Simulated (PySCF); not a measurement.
The dipole of `[C@H](C[SiH2][SiH2]CF)(N)C` from its density and from atomic charges.

Coordinates (GFN2-xTB, Å) and charges (e) from the PBE0/pcSseg-1 density (PySCF):

```
atom       x       y       z  Mulliken      IAO  Hirshfeld  ESP-fitted
  C1  -2.888   0.201  -0.261   -0.1967  -0.4321    -0.1254     -0.7049
  C2  -1.392   0.318   0.050   -0.1915  +0.0127    +0.0234     +0.5432
  N3  -0.552  -0.116  -1.063   -0.4423  -0.5546    -0.1811     -0.6052
  C4  -1.003  -0.501   1.275   -0.4594  -0.5255    -0.1615     -0.4860
 Si5   0.862  -0.321   1.644   +0.3448  +0.4549    +0.2411     +0.3311
 Si6   2.150  -0.747  -0.226   +0.3372  +0.4517    +0.2168     +0.2500
  C7   2.586   0.884  -1.143   -0.1133  -0.2121    -0.0706     -0.0295
  F8   2.981   1.845  -0.227   -0.3529  -0.3328    -0.1330     -0.2460
  H9  -3.148   0.786  -1.143   +0.1078  +0.1356    +0.0374     +0.1574
 H10  -3.480   0.563   0.576   +0.1124  +0.1426    +0.0435     +0.1739
 H11  -3.152  -0.839  -0.445   +0.0997  +0.1337    +0.0370     +0.1639
 H12  -1.153   1.372   0.237   +0.1357  +0.1331    +0.0411     +0.0036
 H13  -0.706   0.471  -1.877   +0.1807  +0.2448    +0.1159     +0.2487
 H14  -0.804  -1.065  -1.321   +0.1844  +0.2414    +0.1110     +0.2541
 H15  -1.601  -0.180   2.127   +0.1445  +0.1478    +0.0425     +0.1275
 H16  -1.254  -1.548   1.091   +0.1268  +0.1340    +0.0342     +0.1293
 H17   1.042   1.026   2.207   -0.0344  -0.0970    -0.0742     -0.0952
 H18   1.146  -1.260   2.744   -0.0617  -0.1111    -0.0856     -0.1197
 H19   3.472  -1.265   0.191   -0.0712  -0.1342    -0.0985     -0.1289
 H20   1.719  -1.680  -1.275   -0.0847  -0.1139    -0.0835     -0.1130
 H21   3.421   0.765  -1.835   +0.1231  +0.1435    +0.0398     +0.0908
 H22   1.743   1.312  -1.688   +0.1110  +0.1374    +0.0298     +0.0548
```

Task: What dipole does each set of charges give (1 e·Å = 4.803 D), and what does the density give?

Result: The full density gives (-3.50, -0.79, -1.96) D, 4.09 D in size; dipole vectors point from the negative to the positive end.

```json
{"scheme": "Mulliken", "μx": "-2.57", "μy": "-2.41", "μz": "-0.70", "size (D)": "3.59", "share of the full size (%)": "88", "angle to the full dipole (°)": "33"}
{"scheme": "IAO", "μx": "-2.61", "μy": "-2.25", "μz": "-1.52", "size (D)": "3.76", "share of the full size (%)": "92", "angle to the full dipole (°)": "25"}
{"scheme": "Hirshfeld", "μx": "-2.41", "μy": "-0.68", "μz": "-1.04", "size (D)": "2.71", "share of the full size (%)": "66", "angle to the full dipole (°)": "7"}
{"scheme": "ESP-fitted", "μx": "-3.48", "μy": "-0.81", "μz": "-1.96", "size (D)": "4.08", "share of the full size (%)": "100", "angle to the full dipole (°)": "0"}
```

Task: Which set comes closest?

Result: Length of the difference vector: ESP-fitted 0.02 D, Hirshfeld 1.43 D, IAO 1.76 D, Mulliken 2.25 D. Closest: ESP-fitted. 

Task: What is left for the Hirshfeld atoms' own dipoles?

Result: The shares of the density sum to the whole, so what Σ q r misses lies in dipoles about the nuclei. The atomic dipoles sum to (-3.50, -0.79, -1.96) − (-2.41, -0.68, -1.04) = (-1.09, -0.11, -0.92) D, 1.43 D in size.

Task: With the origin at the mean of the coordinates, (0.000, 0.001, -0.016) Å, which are the largest single terms, by size, of the Hirshfeld dipole along the direction of the full one?

Result: F8 +1.79, Si5 -1.70, Si6 -1.66, C1 -1.54, H19 +1.34 D; all 22 atoms together +2.69 D. The single terms depend on the origin, their sum doesn't.

Task: Give the size of the full dipole in other units.

Result: 4.09 D = 1.608 au = 0.851 e·Å = 13.64 × 10⁻³⁰ C·m.

One conformer (not necessarily the lowest) at the GFN2-xTB geometry, without solvent, vibrations or thermal averaging.
